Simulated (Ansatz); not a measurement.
Input for Ansatz (a program for electronic structure): SC-NEVPT2 on SA-CASSCF(4,4)/cc-pVTZ on C4H4 (SMILES C1=CC=C1), 2S+1 = 3, a spin state set in the input, which need not be the lowest.

Ansatz 0.2 input:
```yaml
crystal:
  periodic: [false, false, false]
  atoms:
    - {symbol: C, position_ang: [0.99182751, -0.22245650, 0.01073954]}
    - {symbol: C, position_ang: [0.22038427, 0.98737750, 0.09919924]}
    - {symbol: C, position_ang: [-0.99182751, 0.22245650, -0.01073954]}
    - {symbol: C, position_ang: [-0.22038427, -0.98737750, -0.09919924]}
    - {symbol: H, position_ang: [2.04373268, -0.45838778, 0.02212959]}
    - {symbol: H, position_ang: [0.45411781, 2.03456311, 0.20440724]}
    - {symbol: H, position_ang: [-2.04373268, 0.45838778, -0.02212959]}
    - {symbol: H, position_ang: [-0.45411781, -2.03456311, -0.20440724]}
basis:
  gaussian:
    orbitals: cc-pVTZ
magnetization: {spin_polarized: false, initial_magnetization: 2}
correlation: {method: sc_nevpt2, electrons: outside_noble_gas, active_space: {window: {electrons: 4, orbitals: 4}, states: [{multiplicity: 1, weights: [1]}, {multiplicity: 3, weights: [1]}]}}
output: {orbitals: {seedname: ./end}}
```

Program output:

```
WARN ansatz: RAYON_NUM_THREADS=2 ignored (pool sized by the plan → 2); use --threads N
Functional definition: HF
integrals: 0.33 GiB planned
2304 factors; integrals over basis functions are off by at most 2.1e-7 eV
mean field: 0.76 GiB planned
mean field evaluation 1: about -4180.1244 eV, gradient 2.8e1 eV
mean field evaluation 2: about -4180.1282 eV, gradient 2.8e1 eV
mean field evaluation 4: about -4182.2786 eV, gradient 3.5e0 eV
mean field evaluation 8: about -4182.3139 eV, gradient 1.4e-4 eV
mean field evaluation 16: about -4180.5900 eV, gradient 7.2e0 eV
mean field -4182.31393952 eV, -153.6972024030 hartree, gradient 1.2e-6 eV, S^2 2.000000; 2 other end points of the search recorded, 0 dependent functions left out
reference -4182.31393952 eV, -153.6972024030 hartree; 15, 13 occupied and 161, 163 virtual orbitals, 2304 factors
configuration interaction: 0.41 GiB planned
configuration interaction: 0.00 GiB planned
state -4183.72807699 eV, -153.7491709966 hartree
state -4183.72807699 eV, -153.7491709966 hartree; corrected -4199.20691952 eV, -154.3180079678 hartree
configuration interaction: 0.00 GiB planned
state -4183.29347707 eV, -153.7331997443 hartree
state -4183.29347707 eV, -153.7331997443 hartree; corrected -4199.18046835 eV, -154.3170359050 hartree
Total energy: -4199.19369394 eV, -154.3175219364 hartree
```

The run converged. The last total energy is the mean of the averaged states.

Cost: around 40 core-seconds (rough).
